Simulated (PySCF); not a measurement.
C₂H₆Cl₂Sn, charge -1, doublet, at a GFN2-xTB geometry (such geometries of metal compounds can be far from the true shape) (a state made from the parent by changing its charge; the spin is typed, not shown lowest) (all electrons, no relativity) (in this run its highest filled SCF level lies above zero, so its values depend strongly on the basis, on diffuse functions most of all); BLYP/STO-3G run with PySCF.

Here is a job for PySCF.
```python
from pyscf import gto, scf, dft

mol = gto.M(
    atom='''
C     1.763729   -1.736626    0.071301
Sn   -0.016285   -0.135629   -0.030061
C    -1.936907   -1.436715   -0.671809
Cl    0.547894    1.482327   -1.993340
Cl   -0.405078    0.673478    2.413983
H     1.468168   -2.532322    0.746418
H     2.672019   -1.265245    0.431347
H     1.923796   -2.132566   -0.925569
H    -2.685111   -0.797547   -1.127975
H    -2.344992   -1.911674    0.213053
H    -1.608434   -2.187863   -1.382121
''',
    basis='sto-3g',
    charge=-1,
    spin=1,
    verbose=4,
)

mf = dft.UKS(mol)
mf.xc = 'blyp'
mf.kernel()
```

The log (banner, timings and long lists left out):

```
PySCF version 2.14.0

[INPUT] verbose = 4
[INPUT] num. atoms = 11
[INPUT] num. electrons = 103
[INPUT] charge = -1
[INPUT] spin (= nelec alpha-beta = 2S) = 1
[INPUT] symmetry False subgroup None
[INPUT] Mole.unit = angstrom
[INPUT] Symbol           X                Y                Z      unit          X                Y                Z       unit  Magmom
[INPUT]  1 C      1.763729000000  -1.736626000000   0.071301000000 AA    3.332964767953  -3.281747520799   0.134739362408 Bohr   0.0
[INPUT]  2 Sn    -0.016285000000  -0.135629000000  -0.030061000000 AA   -0.030774189939  -0.256301664549  -0.056807057031 Bohr   0.0
[INPUT]  3 C     -1.936907000000  -1.436715000000  -0.671809000000 AA   -3.660223758753  -2.714997869054  -1.269535018018 Bohr   0.0
[INPUT]  4 Cl     0.547894000000   1.482327000000  -1.993340000000 AA    1.035369605292   2.801192057048  -3.766866673141 Bohr   0.0
[INPUT]  5 Cl    -0.405078000000   0.673478000000   2.413983000000 AA   -0.765486479087   1.272688970920   4.561766739356 Bohr   0.0
[INPUT]  6 H      1.468168000000  -2.532322000000   0.746418000000 AA    2.774435424850  -4.785395039211   1.410525594446 Bohr   0.0
[INPUT]  7 H      2.672019000000  -1.265245000000   0.431347000000 AA    5.049384109634  -2.390966530475   0.815127694653 Bohr   0.0
[INPUT]  8 H      1.923796000000  -2.132566000000  -0.925569000000 AA    3.635447559534  -4.029965682559  -1.749071919388 Bohr   0.0
[INPUT]  9 H     -2.685111000000  -0.797547000000  -1.127975000000 AA   -5.074124404057  -1.507145401468  -2.131563825356 Bohr   0.0
[INPUT] 10 H     -2.344992000000  -1.911674000000   0.213053000000 AA   -4.431392644296  -3.612540299452   0.402611820017 Bohr   0.0
[INPUT] 11 H     -1.608434000000  -2.187863000000  -1.382121000000 AA   -3.039499749439  -4.134461868069  -2.611830161010 Bohr   0.0

nuclear repulsion = 673.329524068837
number of shells = 33
number of NR pGTOs = 183
number of NR cGTOs = 61
basis = sto-3g
ecp = {}

******** <class 'pyscf.dft.uks.UKS'> ********
method = UKS
initial guess = minao
damping factor = 0
level_shift factor = 0
DIIS = <class 'pyscf.scf.diis.CDIIS'>
diis_start_cycle = 1
diis_space = 8
diis_damp = 0
SCF conv_tol = 1e-09
SCF conv_tol_grad = None
SCF max_cycles = 50
direct_scf = True
direct_scf_tol = 1e-13
number electrons alpha = 52  beta = 51
XC library pyscf.dft.libxc version 7.1.2
    S. Lehtola, C. Steigemann, M. J. T. Oliveira, and M. A. L. Marques,  SoftwareX 7, 1–5 (2018)
XC functionals = blyp
    A. D. Becke,  Phys. Rev. A 38, 3098 (1988)
    C. Lee, W. Yang, and R. G. Parr,  Phys. Rev. B 37, 785 (1988)
    B. Miehlich, A. Savin, H. Stoll, and H. Preuss,  Chem. Phys. Lett. 157, 200 (1989)
radial grids:
    Treutler-Ahlrichs [JCP 102, 346 (1995); DOI:10.1063/1.469408] (M4) radial grids

becke partition: Becke, JCP 88, 2547 (1988); DOI:10.1063/1.454033
pruning grids: <function nwchem_prune>
grids dens level: 3
symmetrized grids: False
atomic radii adjust function: <function treutler_atomic_radii_adjust>
small_rho_cutoff = 0
Set gradient conv threshold to 3.16228e-05
tot grids = 146808
init E= -6937.16293831456

cycle= 1 E= -6954.13462020742  delta_E=  -17  |g|= 0.371  |ddm|= 2.83
cycle= 2 E= -6954.22044319644  delta_E= -0.0858  |g|= 0.21  |ddm|= 1.57
cycle= 3 E= -6954.27247520784  delta_E= -0.052  |g|= 0.141  |ddm|= 1.01
cycle= 4 E= -6954.28912519591  delta_E= -0.0166  |g|= 0.0171  |ddm|= 0.291
cycle= 5 E= -6954.28939311111  delta_E= -0.000268  |g|= 0.00857  |ddm|= 0.0669
cycle= 6 E= -6954.28948028002  delta_E= -8.72e-05  |g|= 0.00135  |ddm|= 0.0289
cycle= 7 E= -6954.28948121095  delta_E= -9.31e-07  |g|= 0.000975  |ddm|= 0.00471
cycle= 8 E= -6954.28948199364  delta_E= -7.83e-07  |g|= 8.9e-05  |ddm|= 0.00229
cycle= 9 E= -6954.28948200801  delta_E= -1.44e-08  |g|= 2.21e-05  |ddm|= 0.00038
cycle= 10 E= -6954.28948200882  delta_E= -8.09e-10  |g|= 6.13e-06  |ddm|= 8.96e-05
Extra cycle  E= -6954.28948200881  delta_E= 1e-11  |g|= 8.13e-06  |ddm|= 4.51e-05
converged SCF energy = -6954.28948200881  <S^2> = 0.75060814  2S+1 = 2.000608
```
